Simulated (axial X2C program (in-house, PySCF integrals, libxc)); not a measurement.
# What spin–orbit coupling does to KSe⁺

Calculated with an axial X2C code built on PySCF integrals. Spin-free means the one-electron spin-free X2C Hamiltonian; two-component (2c) means X2C with spin–orbit coupling and atomic mean-field two-electron Coulomb and Gaunt terms, so the difference of the two also holds small scalar two-electron terms. Basis: Se dyall-cv3z [8s9p6d4f1g], K dyall-cv3z [11s12p6d3f] (cores contracted in-house); Gaussian nuclei, density fitting, unrestricted open shells. Masses: Se 79.917 u, K 38.964 u.

Spin-free state: M_S = 1, Λ = 0 (beyond evenly filled blocks: π+α, π-α); fragments Se + K+.

| level | Re (Å) | ωe (cm⁻¹) | De (eV) | μ (D) |
| --- | --- | --- | --- | --- |
| PBE0 | 3.411 | 98.6 | 0.389 | 9.19 |
| HF | 3.546 | 87.1 | 0.314 | 9.93 |
| MP2 | 3.418 | 98.6 | 0.373 | n/a |
| CCSD | 3.439 | 96.8 | 0.369 | n/a |
| CCSD(T) | 3.429 | 98.0 | 0.359 | n/a |
| TPSS | 3.433 | 95.9 | 0.386 | 9.19 |

Correlated methods: 14 electrons correlated (number of frozen shells: Se 3 s, 2 p, 1 d; K 2 s, 1 p), 254 virtual spin orbitals or spinors in MP2, 90 natural virtuals in coupled cluster.

Dipoles are positive if K is the positive end and refer to the centre of mass.

Two-component determinant lowest at the distance of the search:

Ω = 1 (⟨Sz⟩ = 0.94, ⟨Lz⟩ = 0.06 at HF); fragments Se + K+.

```json
{"level": "PBE0", "Re (Å)": "3.414", "ωe (cm⁻¹)": "97.7", "De (eV)": "0.351", "μ (D)": "9.20"}
{"level": "HF", "Re (Å)": "3.554", "ωe (cm⁻¹)": "85.0", "De (eV)": "n/a", "μ (D)": "9.98"}
{"level": "MP2", "Re (Å)": "3.421", "ωe (cm⁻¹)": "97.9", "De (eV)": "0.267", "μ (D)": "n/a"}
{"level": "CCSD", "Re (Å)": "3.443", "ωe (cm⁻¹)": "95.4", "De (eV)": "0.281", "μ (D)": "n/a"}
{"level": "CCSD(T)", "Re (Å)": "3.433", "ωe (cm⁻¹)": "96.5", "De (eV)": "0.266", "μ (D)": "n/a"}
{"level": "TPSS", "Re (Å)": "3.435", "ωe (cm⁻¹)": "95.5", "De (eV)": "n/a", "μ (D)": "9.20"}
```

**Question.** From the two tables, how do the constants change at the CCSD(T) level (2c against spin-free)?

**Answer.** At the CCSD(T) level Re increases by 0.004 Å and ωe goes down by 1.5 cm⁻¹; De changes by -0.093 eV.

The state is a single determinant with fixed occupations, the lowest that a limited PBE0 search found. De is counted from the lowest determinant-based energies of the atoms at the same level, without counterpoise correction. De is not given where an atomic determinant may have missed its ground term or J level, or where the truncated virtual space spoils (T). Density functionals use the spin component along the axis (collinear). CCSD and (T) use frozen natural virtuals with an MP2 correction for the truncation; (T) itself is uncorrected, so its De runs slightly low. PBE0 can misorder states that lie within some tenths of an eV, so this need not be the ground state of the molecule. The nearest other spin-free determinant of the search, M_S = 1, Λ = 1, lies 0.43 eV up at the distance of the search. Without a current term, density functionals place determinants with orbital angular momentum somewhat too high. With several unpaired electrons one determinant need not be a pure state. Open-shell Ω = 0 determinants with evenly filled partner blocks cannot be reached by this program, so the Ω shown need not be the lowest component. This is the Ω = 1 component of a π² triplet; the 0⁺ component is not one determinant and can lie lowest.
